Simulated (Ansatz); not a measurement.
A search over several starts for the lowest SCF solution of SeS2 at the given spin, in a small basis.

```yaml
crystal:
  periodic: [false, false, false]
  atoms:
    - {symbol: S, position_ang: [0.076595, 1.682892, 0.262499]}
    - {symbol: S, position_ang: [0.454725, -0.018504, -0.509549]}
    - {symbol: Se, position_ang: [-0.531330, -1.664398, 0.247040]}
basis:
  gaussian: {orbitals: def2-SVP}
magnetization: {spin_polarized: true, initial_magnetization: 0}
hamiltonian: {xc: pbe0, dispersion: d4}
output: {orbitals: {seedname: orbitals}}
```

```sh
$ ansatz run in.yaml --threads 4 --pin off --events-out ev --progress --plain --max-ram 3916MiB
```

It prints (some lines left out):

```
Functional definition: PBE0
629 factors; integrals over basis functions are off by at most 9.3e-4 eV
mean field evaluation 1: about -86988.8583 eV, gradient 1.1e1 eV
mean field evaluation 2: about -86987.1681 eV, gradient 2.1e1 eV
mean field evaluation 4: about -86989.5388 eV, gradient 3.6e0 eV
mean field evaluation 8: about -86989.6618 eV, gradient 6.3e-2 eV
mean field evaluation 16: about -86989.6618 eV, gradient 4.3e-5 eV
mean field evaluation 32: about -86989.5822 eV, gradient 3.0e0 eV
mean field -86989.67227082 eV, -3196.8114922351 hartree, gradient 7.1e-6 eV, S^2 0.180694; 5 other end points of the search recorded, 0 dependent functions left out
reference -86989.67228503 eV, -3196.8114927574 hartree; 33, 33 occupied and 35, 35 virtual orbitals, 629 factors
Total energy: -86989.76840157 eV, -3196.8150249748 hartree
```

Run time 2.6 s (4 threads of Arm Neoverse V1 on a shared host).

Other converged states that the search met: 0.01 eV higher (⟨S²⟩ = 0.00).

The unrestricted singlet has broken spin symmetry (⟨S²⟩ up to 0.18). The structure comes from a short search, and lower isomers may exist.
